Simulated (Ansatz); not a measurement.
A structure relaxed at PBE0-D4/def2-TZVP, charge 0, multiplicity 1:

```csv
atom,x (Å),y (Å),z (Å)
Al1,-0.2574,0.9002,1.2243
As2,0.1853,-0.6482,-0.8803
H3,0.0248,-0.2150,2.3301
H4,0.8835,1.9683,0.9018
H5,-1.7699,1.2601,0.8648
H6,-0.9021,-0.8590,-1.9032
H7,0.5462,-2.0996,-0.6889
H8,1.2895,-0.3068,-1.8485
```

(1) Give its formula and SMILES.

(2) Point group (tolerance 0.08 Å, 0.16 Å for H)?

(3) Summarise the bond lengths by kind.

## Answers

(1) AlAsH6, `[AlH3-][AsH3+]`.

(2) C3v.

(3) 1 × Al–As 2.650 Å; 3 × Al–H 1.596 Å; 3 × As–H 1.508 Å.

Results of the Gaussian-basis code of Ansatz.
